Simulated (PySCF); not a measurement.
Estimate the missing entries of this data sheet.

Species: C₄H₁₃NSi₃.
SMILES: `C=C[C@@H]1C[Si@H]1N([SiH3])[SiH3]`

Conformer (atom-mapped SMILES and torsion angles): `[CH2:1]=[CH:2][C@@H:3]1[CH2:4][Si@H:5]1[N:6]([SiH3:7])[SiH3:8]`: C1–C2–C3–C4 24°, C4–Si5–N6–Si7 96°.

```json
{"property": "point group of the GFN2-xTB geometry", "level": "GFN2-xTB", "value": "?"}
{"property": "rotational constants A, B, C of the GFN2-xTB geometry", "level": "GFN2-xTB", "value": "?"}
{"property": "dipole moment", "level": "PBE0/pcSseg-1", "value": "?"}
{"property": "HOMO energy", "level": "PBE0/pcSseg-1", "value": "?"}
{"property": "LUMO energy", "level": "PBE0/pcSseg-1", "value": "?"}
{"property": "13C chemical shifts (computed TMS as zero) by class", "level": "GIAO PBE0/pcSseg-1", "value": "149.6 (1 C), 109.7 (1 C), 20.8 (1 C), 13.2 (1 C) ppm"}
{"property": "1H chemical shifts (computed TMS as zero) by class", "level": "GIAO PBE0/pcSseg-1", "value": "6.98 (1 H), 4.87 (1 H), 4.79 (6 H), 4.47 (1 H), 4.15 (1 H), 2.08 (1 H), 1.36 (1 H), 0.88 (1 H) ppm"}
{"property": "isotropic shieldings of nuclei other than C and H, by class", "level": "GIAO PBE0/pcSseg-1", "value": "?"}
```

Electronic properties: PySCF, gas phase, density fitting. NMR classes are plain means over equivalent atoms (diastereotopic ones count apart unless rotation or inversion swaps them), as if these changed places fast; in this geometry the members of some classes differ.

Question: Give the point group of the GFN2-xTB geometry.

Answer: C1.

Question: The dipole moment?

Answer: 1.13 D.

Question: What are the rotational constants A, B, C of the GFN2-xTB geometry?

Answer: 2.232, 0.653, 0.555 GHz.

Question: What is the LUMO energy?

Answer: -0.19 eV.

Question: Give the isotropic shieldings of nuclei other than C and H, by class.

Answer: 280 (1 N), 396 (2 Si), 417 (1 Si) ppm.

Question: Give the HOMO energy.

Answer: -6.23 eV.

The rotational constants make it an asymmetric top with κ = (2B − A − C)/(A − C) = -0.88, nearer the prolate limit (−1). A dipole of 1.13 D is allowed in C1, and pure rotational transitions are dipole-allowed. With B = h/(8π²I), that is 505.379 GHz u Å² over I, the principal moments of inertia are 226.4, 773.6 and 910.0 u Å² (most abundant isotopes). In atomic units the dipole is 0.44 e·bohr (1 au = 2.5417 D).

One conformer stands for the species.
